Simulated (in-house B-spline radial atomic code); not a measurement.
Results of a calculation; reference values are marked as such.
Weak and strong correlation along the adiabatic connection

Two-electron singlets in several external potentials (atomic units), by full CI in B-splines with partial waves to l = 8 (correlation energies up to 0.6 % small). The repulsion is scaled by λ at fixed density; W(λ) is the mean repulsion less the Hartree energy, W(0) = E_x, and the area under W from 0 to 1 is E_xc.

One system gave this curve:

| λ | W (hartree) |
| --- | --- |
| 0 | -1.0059 |
| 0.02 | -1.0078 |
| 0.05 | -1.0107 |
| 0.12 | -1.0174 |
| 0.25 | -1.0292 |
| 0.4 | -1.0419 |
| 0.6 | -1.0576 |
| 0.8 | -1.072 |
| 1 | -1.0853 |
| 1.4 | -1.1087 |
| 2 | -1.1376 |
| 3 | -1.1743 |
| 4.5 | -1.2122 |
| 7 | -1.2517 |
| 10 | -1.2806 |

(1) Which system is it?
A. −Z/r, Z = 0.75, wall at 1 bohr
B. −Z exp(−kr)/r, Z = 8.62, k = 3.52
C. ω²r²/2 − Z/r, ω = 0.739, Z = 0.7
D. −V exp(−r²/w²), V = 11.5, w = 2.42

Results:

(1) D. The exchange energy sets the size: −V exp(−r²/w²), V = 11.5, w = 2.42: E_x = -1.01, E_c = -0.0426; −Z exp(−kr)/r, Z = 8.62, k = 3.52: E_x = -4.53, E_c = -0.0466; −Z/r, Z = 0.75, wall at 1 bohr: E_x = -1.84, E_c = -0.0485; ω²r²/2 − Z/r, ω = 0.739, Z = 0.7: E_x = -0.76, E_c = -0.039 hartree.
